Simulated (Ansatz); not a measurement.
Start from `FC(F)[O][ZnH]` and change one atom or group to get `NBC(F)F`.

Ansatz, PBE0-D4/def2-TZVP geometries, multiplicity 1. Each molecule was computed in one conformer, which needn't be the lowest.

Scalar relativity is left out up to krypton.

```csv
property,`FC(F)[O][ZnH]`
size of the dipole moment (PBE/def2-TZVPP) / D,1.73
LUMO energy (PBE/def2-TZVPP) / eV,-1.35
HOMO–LUMO gap (B3LYP/def2-TZVPP) / eV,8.06
HOMO energy (PBE/def2-TZVPP) / eV,-7.50
HOMO energy (ωB97M-V/def2-TZVPP) / eV,-11.56
zero-point energy (PBE0-D4/def2-TZVP) / kJ/mol,87.3
```

(1) Give the same properties after the change, and the shifts. (An estimate is asked.)

Answers

(1) Ansatz gave: 
```json
{"property": "size of the dipole moment (PBE/def2-TZVPP) / D", "`NBC(F)F`": "2.82", "shift": "1.09"}
{"property": "LUMO energy (PBE/def2-TZVPP) / eV", "`NBC(F)F`": "-1.26", "shift": "0.09"}
{"property": "HOMO–LUMO gap (B3LYP/def2-TZVPP) / eV", "`NBC(F)F`": "7.94", "shift": "-0.12"}
{"property": "HOMO energy (PBE/def2-TZVPP) / eV", "`NBC(F)F`": "-6.96", "shift": "0.54"}
{"property": "HOMO energy (ωB97M-V/def2-TZVPP) / eV", "`NBC(F)F`": "-11.05", "shift": "0.51"}
{"property": "zero-point energy (PBE0-D4/def2-TZVP) / kJ/mol", "`NBC(F)F`": "166.4", "shift": "79.1"}
```

With PBE0 the HOMO rises by 0.57 eV and the LUMO rises by 0.33 eV, so the gap narrows by about 0.24 eV. PBE moves the HOMO by 0.54 eV and ωB97M-V by 0.51 eV. The zero-point energy changes by 79.1 kJ/mol with +6 modes. Dipoles are sizes alone; their direction can turn.

B3LYP here is the variant with VWN-RPA as its local correlation; programs differ in this.
